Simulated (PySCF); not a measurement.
# Mayer bond orders and bond lengths

C₄H₁₃FSi₂.
SMILES with atom numbers: `[F:1][CH2:2][CH2:3][CH2:4][CH:5]([SiH3:6])[SiH3:7]` (hydrogens: H8, H9 on C2; H10, H11 on C3; H12, H13 on C4; H14 on C5; H15, H16, H17 on Si6; H18, H19, H20 on Si7)

Geometry (GFN2-xTB, Å), atoms numbered from 1 in this order:
```
atom  x, y, z in Å
F1     3.0765   -0.5044    1.2330
C2     2.7201   -0.3425   -0.0856
C3     1.2114   -0.4540   -0.2488
C4     0.4799    0.6898    0.4467
C5    -1.0443    0.6060    0.3218
Si6   -1.6555    0.8198   -1.4719
Si7   -1.7743   -0.9341    1.1796
H8     3.0873    0.6446   -0.3863
H9     3.2456   -1.1237   -0.6448
H10    0.9838   -0.4523   -1.3158
H11    0.8852   -1.4062    0.1735
H12    0.7597    0.6842    1.5043
H13    0.8291    1.6381    0.0236
H14   -1.4412    1.4672    0.8736
H15   -1.4792   -0.4072   -2.2531
H16   -3.0750    1.1729   -1.4526
H17   -0.8976    1.8977   -2.1171
H18   -1.5793   -2.1378    0.3669
H19   -1.1273   -1.1234    2.4800
H20   -3.2101   -0.7242    1.3699
```

Bond orders from the PBE0/pcSseg-1 density (PySCF). Isolated species at its GFN2-xTB geometry (one conformer only).

Question: Where do the orders between heavy atoms depart from those drawn in the SMILES?

Answer: The largest departure is 0.117, at F1–C2 (drawn single, 0.883) and C5–Si7 (drawn single, 0.886).

Question: Set the Mayer orders of the bonds beside their lengths.

Answer: 
```tsv
bond	drawn as	length (Å)	Mayer order
F1–C2	single	1.375	0.883
C2–C3	single	1.522	1.066
C3–C4	single	1.525	1.010
C4–C5	single	1.532	1.024
C5–Si6	single	1.907	0.890
C5–Si7	single	1.908	0.886
C2–H8	single	1.095	0.950
C2–H9	single	1.095	0.957
C3–H10	single	1.091	0.933
C3–H11	single	1.092	0.927
C4–H12	single	1.094	0.945
C4–H13	single	1.095	0.950
C5–H14	single	1.097	0.928
Si6–H15	single	1.465	0.945
Si6–H16	single	1.463	0.954
Si6–H17	single	1.467	0.945
Si7–H18	single	1.465	0.946
Si7–H19	single	1.465	0.949
Si7–H20	single	1.464	0.952
```

Bonds between the same two heavy elements. C–C: lowest C3–C4 (1.010, 1.525 Å), highest C2–C3 (1.066, 1.522 Å). C–Si: all 2 within 0.02 of one another (0.886 to 0.890).

Question: Sum the orders of all bonds at each heavy atom with more than one neighbour and set the sums beside the valence in the SMILES.

Answer: C2 3.856 (drawn 4), C3 3.936 (drawn 4), C4 3.929 (drawn 4), C5 3.728 (drawn 4), Si6 3.734 (drawn 4), Si7 3.733 (drawn 4). Orders between atoms that aren't bonded are not in these sums.

The Mayer order sums products of elements of PS (density times overlap matrix) between the two atoms' basis functions, so it depends on the basis set.
